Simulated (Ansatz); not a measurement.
Saddle point of CH₈GeS, closed shell (CH₆Ge ([CH3][GeH3]) + H₂S → CH₆GeS ([CH3][GeH2][SH]) + H₂; bonds formed: Ge1–S7, H2–H6; bonds broken: Ge1–H2, H6–S7), PBE0-D4/def2-TZVP structure:

Ge1  (-0.578, -0.197, -0.164)
H2  (0.192, 1.154, 0.836)
H3  (-0.621, -0.750, -1.608)
H4  (-1.957, -0.095, 0.491)
C5  (0.693, -1.364, 0.770)
H6  (-0.124, 1.760, 0.126)
S7  (-0.813, 2.192, -1.347)
H8  (0.434, -2.406, 0.561)
H9  (0.671, -1.184, 1.845)
H10  (1.703, -1.180, 0.401)
H11  (0.400, 2.070, -1.911)
(Å)

Energies are electronic, without zero-point energy. Barriers and step energies count from the start structure reached by relaxing down the imaginary mode; all methods use the PBE0-D4 structures, on which another method's saddle can fall below an end. Computed with Ansatz 0.2.0 (basis: def2-TZVPP, with def2-QZVPP for the basis limit); correlated methods freeze the cores. Filled d shells of the heavier atoms are correlated. The def2 sets are not built for correlating such inner shells, so the correlated values are less sure here. B3LYP uses VWN-RPA correlation. Extrapolation: Hartree–Fock as exp(−7.88 √X), correlation as X^−2.97.

```json
{"method": "SPW92", "barrier (kcal/mol)": "37.96", "step energy (kcal/mol)": "-5.50"}
{"method": "PBE-D4", "barrier (kcal/mol)": "42.82", "step energy (kcal/mol)": "-7.48"}
{"method": "BLYP-D4", "barrier (kcal/mol)": "46.71", "step energy (kcal/mol)": "-7.16"}
{"method": "r2SCAN-D4", "barrier (kcal/mol)": "47.19", "step energy (kcal/mol)": "-7.23"}
{"method": "B97M-V", "barrier (kcal/mol)": "50.75", "step energy (kcal/mol)": "-4.99"}
{"method": "PBE0-D4", "barrier (kcal/mol)": "48.39", "step energy (kcal/mol)": "-6.88"}
{"method": "B3LYP-D4", "barrier (kcal/mol)": "51.18", "step energy (kcal/mol)": "-6.47"}
{"method": "r2SCAN0-D4", "barrier (kcal/mol)": "51.03", "step energy (kcal/mol)": "-6.80"}
{"method": "BHLYP-D4", "barrier (kcal/mol)": "57.50", "step energy (kcal/mol)": "-5.85"}
{"method": "CAM-B3LYP-D4", "barrier (kcal/mol)": "55.53", "step energy (kcal/mol)": "-4.95"}
{"method": "wB97X-V", "barrier (kcal/mol)": "55.99", "step energy (kcal/mol)": "-5.90"}
{"method": "wB97M-V", "barrier (kcal/mol)": "54.22", "step energy (kcal/mol)": "-6.12"}
{"method": "B2PLYP", "barrier (kcal/mol)": "54.10", "step energy (kcal/mol)": "-6.10"}
{"method": "PBE-QIDH", "barrier (kcal/mol)": "?", "step energy (kcal/mol)": "-6.86"}
{"method": "RPA on PBE", "barrier (kcal/mol)": "?", "step energy (kcal/mol)": "-5.08"}
{"method": "HF", "barrier (kcal/mol)": "?", "step energy (kcal/mol)": "-3.33"}
{"method": "MP2", "barrier (kcal/mol)": "54.27", "step energy (kcal/mol)": "-8.06"}
{"method": "CCSD", "barrier (kcal/mol)": "59.10", "step energy (kcal/mol)": "-4.98"}
{"method": "CCSD(T)", "barrier (kcal/mol)": "55.71", "step energy (kcal/mol)": "-5.93"}
```

Q: Fill in the withheld barriers. (An estimate is asked for; the value comes from the calculation.)

A: Computed: HF 71.36; PBE-QIDH 53.18; RPA on PBE 55.54 kcal/mol. Each is the energy of the saddle less that of the start structure, by the same method.

For comparison, the barrier by CCSD(T) at an estimated basis limit (MP2 extrapolated from triple and quadruple zeta, plus CCSD(T) − MP2 in triple zeta) is 55.35 kcal/mol.

The T1 diagnostic stays at or below 0.014.

Labels in which every atom is bracketed show which atoms are joined, not bond orders.

For scale, one of the runs: CCSD(T)/def2-TZVPP, 233 basis functions, launched by `ansatz run in.yaml --threads 4 --pin off --events-out ev --progress --plain --max-ram 9574MiB`. Hardware: 4 CPU threads of an Arm Neoverse V2, shared host. Wall time 82 s; peak host memory 4 GiB.
